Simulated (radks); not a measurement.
The numbers below are computed, except where a source is named.
Coulomb parameter of the 3d shell of the manganese ion Mn3+ in the model configuration [Ar] 3d3 4s1, as a second difference U = [E(n + 0.5) + E(n - 0.5) - 2 E(n)] / (0.5)^2 with all orbitals relaxed. "Bare": the charge of the atom changes with n. "Screened": the 4s shell takes up the change at fixed total charge, which measures U(3d,3d) + U(4s,4s) - 2 U(3d,4s). Level of theory: Dirac Kohn-Sham, LDA (Slater exchange, Perdew-Wang correlation), spin-unpolarised, spherical densities, finite nucleus; open shells are shared between the two j in proportion to 2j + 1; Fermi nuclear charge, rms radius 3.7057 fm (a radial shooting solver on a logarithmic mesh with Libxc functionals).

case,configuration,E - E(n) (eV)
start,[Ar] 3d3 4s1,0.000
bare +0.5,[Ar] 3d3.5 4s1,-21.972
bare -0.5,[Ar] 3d2.5 4s1,26.833
screened +0.5,[Ar] 3d3.5 4s0.5,-7.191
screened -0.5,[Ar] 3d2.5 4s1.5,8.403

U(bare) = 19.443 eV, U(screened by 4s) = 4.849 eV.
